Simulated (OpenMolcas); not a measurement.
# Computed levels of Se⁺

- Program: OpenMolcas 26.06
- Method: CASSCF
- Basis: ANO-RCC-VQZP [7s6p4d2f1g]
- Scalar Hamiltonian: DKH2, point nucleus
- Active space: 5 electrons in 8 orbitals (4s 4p 5s 5p)
- State averaging: 2S+1 = 4 odd, 1 root; 2S+1 = 2 odd, 8 roots; 2S+1 = 4 even, 3 roots; 2S+1 = 2 even, 9 roots
- Spin-orbit coupling: RASSI with atomic mean-field integrals over the reference wave functions, term energies averaged over their components

With spin-orbit coupling, above the lowest level:

| Configuration | Term | J | E (cm-1) | Measured (cm-1) | g | Term weight % |
| --- | --- | --- | --- | --- | --- | --- |
| 4s2 4p3 | 4S* | 3/2 | 0.0 | 0.0 | 1.998 | 99 |
| 4s2 4p3 | 2D* | 3/2 | 16835 | 13168 | 0.841 | 92 |
| 4s2 4p3 | 2D* | 5/2 | 17499 | 13784 | 1.200 | 100 |
| 4s2 4p3 | 2P* | 1/2 | 24258 | 23038 | 0.666 | 100 |
| 4s2 4p3 | 2P* | 3/2 | 25014 | 23895 | 1.297 | 92 |
| 4s 4p4 | 4P | 5/2 | 88476 | 83877 | 1.601 | 100 |
| 4s 4p4 | 4P | 3/2 | 89952 | 85580 | 1.735 | 100 |
| 4s 4p4 | 4P | 1/2 | 90726 | 86438 | 2.669 | 100 |

Against the 7 measured excited levels shown (NIST Handbook of Basic Atomic Spectroscopic Data) the mean absolute deviation is 3300 cm-1; the largest miss in energy is 4s 4p4 4P 5/2: computed 88476, measured 83877 cm-1 (+5.5 %), and the largest in proportion 4s2 4p3 2D* 3/2 (+27.8 %).

Spin-orbit coupling puts the lowest level 154 cm-1 below the lowest spin-free term.

Without dynamic correlation excited terms often stand tens of per cent too high (terms of higher spin than the ground term too low), and those without a measured partner can miss by more than the paired ones. Active for correlation alone: 5p 5s; no level in the range computed is led by a configuration that fills them, so any true level of that kind is missing. Terms of s pⁿ other than that of highest spin mix with s² pⁿ⁻² d, which this space lacks; all of them can be thousands of cm-1 off, and some have no real level of that name. Measured partners are found by configuration, term and J. A level has none where our copy of the source lacks it or the pairing is in doubt (some pairs that miss far off the trend of their configuration count as doubtful), and it then counts in no deviation. Only configurations of the active space appear. The first state left out of the spin-orbit step lies near 120000 cm-1 above the lowest spin-free state of the reference (among the parities and spins computed), and the list stops at four fifths of that energy or lower.

The term weight is that of the spin-free term in the level, not the purity of its configuration. * marks odd parity.
